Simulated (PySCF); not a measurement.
Working out the ionisation energy of Ba⁺

Ba⁺ [Xe] 6s1 (2S) → Ba²⁺ [Xe] (1S). All numbers are calculated (PySCF 2.14, scalar relativity through the core potential, in def2-TZVPPD with the def2 core potential (46 electrons) (6s4p3d1f, 40 functions)). Frozen: nothing. Energies in hartree (1 hartree = 27.21139 eV):

```
            part  Ba⁺ (lower)  Ba²⁺ (upper)
             UHF   -24.938251    -24.594824
CCSD correlation    -0.147839     -0.136792
             (T)    -0.003666     -0.003039
```

Task: What does Hartree-Fock give?

Result: (-24.594824) − (-24.938251) = 0.343427 hartree = 9.345 eV.

Task: What do CCSD and CCSD(T) give?

Result: The CCSD correlation energies differ by 0.011047 hartree = 0.301 eV and the triples by 0.000627 hartree = 0.017 eV, so CCSD gives 9.646 eV and CCSD(T) 9.663 eV.

Measured between the centres of the two terms (NIST): 10.004 eV, so CCSD(T) (valence and next inner shell) is off by -0.341 eV.

What remains against the reference includes basis incompleteness and higher excitations.
